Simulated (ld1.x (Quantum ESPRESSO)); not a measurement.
# Scattering properties, RRKJ potential for O (Z = 8)

O, norm-conserving RRKJ (Kleinman–Bylander form), made with ld1.x (Quantum ESPRESSO) 7.5 (PBE, scalar-relativistic). Core [He], reference 2s2 2p3 (charge +1). Waves: 2p (bound): rc 1.75 bohr; 3d channel at 0.25 Ry: rc 1.90 bohr; 2s (bound): rc 0.70 bohr. Local part: the s channel. Core correction: Bessel-smoothed model core, default radius (core density twice the valence density).

The phase is arctan(r·u′/u) with u = r·R(r), unwrapped; energies in Ry, scanned from -5 to 5 Ry. A pole is an energy at which the radial function vanishes at the test radius. The pseudo phase is shifted by a multiple of π to meet the all-electron one at the reference energy, and phase errors are pseudo minus all-electron; the curves can meet again beyond the range given. Levels narrower than the energy grid can be missing from the lists of poles.

```json
{"channel": "s", "radius (bohr)": "2.04", "reference energy (Ry)": "-2.92", "poles, all-electron": "-2.55", "poles, pseudo": "-2.55", "unbroken range about the reference energy with phases within 0.05 rad": "the whole range", "phase error 1 Ry above the reference energy (rad)": "-0.000"}
{"channel": "p", "radius (bohr)": "2.04", "reference energy (Ry)": "-1.80", "poles, all-electron": "-1.39", "poles, pseudo": "-1.39", "unbroken range about the reference energy with phases within 0.05 rad": "below 0.7", "phase error 1 Ry above the reference energy (rad)": "+0.006"}
{"channel": "d", "radius (bohr)": "2.04", "reference energy (Ry)": "0.25", "poles, all-electron": "4.14", "poles, pseudo": "4.22", "unbroken range about the reference energy with phases within 0.05 rad": "the whole range", "phase error 1 Ry above the reference energy (rad)": "+0.003"}
```

Phases in the s channel:

```csv
E (Ry),all-electron,pseudo
-5.00,1.279,1.279
-4.48,1.234,1.234
-3.96,1.145,1.145
-3.44,0.817,0.817
-2.92,-1.196,-1.196
-2.40,-1.630,-1.630
-1.88,-1.745,-1.745
-1.36,-1.818,-1.818
-0.84,-1.887,-1.888
-0.32,-1.972,-1.973
0.20,-2.094,-2.096
0.72,-2.303,-2.308
1.24,-2.711,-2.725
1.76,-3.396,-3.419
2.28,-3.967,-3.983
2.80,-4.262,-4.272
3.32,-4.417,-4.424
3.84,-4.511,-4.517
4.36,-4.574,-4.579
4.88,-4.621,-4.625
```
